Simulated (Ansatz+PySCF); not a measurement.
Values are calculated unless marked as measured or tabulated.
## PySCF 2.14.0 run

```python
from pyscf import gto, scf

mol = gto.M(atom="""
H 1.500000 0.000000 0.000000
H 0.750000 1.299040 0.000000
H -0.750000 1.299040 0.000000
H -1.500000 0.000000 0.000000
H -0.750000 -1.299040 0.000000
H 0.750000 -1.299040 0.000000
""", basis='cc-pvdz', charge=0, spin=0)
mf = scf.RHF(mol)
mf.kernel()
print(mf.converged, mf.e_tot, mf.spin_square()[0])
```

The script is written out from the run's settings.

The run gave:

| Property | Result |
| --- | --- |
| Converged | yes |
| Total energy | -3.05313 hartree |
| Spin squared of the determinant | 0.000 |
| Cycles | 5 |

Caution: an unrestricted determinant lies well below.
